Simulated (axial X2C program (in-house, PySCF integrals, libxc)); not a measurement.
Correcting the dissociation energy of CaBr for spin–orbit coupling

A spin-free CCSD(T) curve (one-electron X2C) was computed with an axial X2C code built on PySCF integrals, basis Br dyall-cv3z [8s9p6d4f1g], Ca dyall-cv3z [11s12p6d4f] (cores contracted in-house), for the state M_S = 1/2, Λ = 0 (beyond evenly filled blocks: σα). It gives D0 = 3.536 eV to Br + Ca, which in a spin-free picture are the weighted means of the ground terms.

Correlated methods: 9 electrons correlated (number of frozen shells: Br 3 s, 2 p, 1 d; Ca 3 s, 2 p), 265 virtual spin orbitals or spinors in MP2, 82 natural virtuals in coupled cluster.

Measured levels of the ground terms (NIST Handbook of Basic Atomic Spectroscopic Data), in cm⁻¹: Br 2P: J = 3/2 at 0, J = 1/2 at 3685.2; Ca 1S: J = 0 at 0.

The molecular state has Λ = 0, so it has no first-order lowering.

(1) How far does each ground level lie under the (2J+1)-weighted mean of its term?

(2) Correct D0.

Second-order spin–orbit effects in the molecule, which grow quickly with Z, are left out. Occupations by symmetry block were frozen at the best pattern of an incomplete PBE0 search. De is counted from the lowest determinant-based energies of the atoms at the same level, without counterpoise correction. CCSD and (T) use frozen natural virtuals with an MP2 correction for the truncation; (T) itself is uncorrected, so its De runs slightly low. The outer-core s and p shells of the metal are frozen in the correlated rows, which leaves out core–valence correlation; for alkali and alkaline-earth bonds that tends to lengthen them. With the outer-core shells frozen, correlated bond lengths of heavy atoms tend to come out a few hundredths of an ångström too long.

## Answers

(1) Br: (4 × 0 + 2 × 3685.2)/6 = 1228 cm⁻¹; Ca: a single level, 0.

(2) D0 = 3.536 + (0 − 1228)/8065.5 = 3.384 eV at CCSD(T) with these spin–orbit terms. The direct two-component run gives 3.393 eV; the difference holds second-order terms in the molecule, scalar two-electron terms, the gap between measured and computed atomic splittings (a 2c atom can miss part of its lowering) and, in coupled cluster, the truncation of each run.
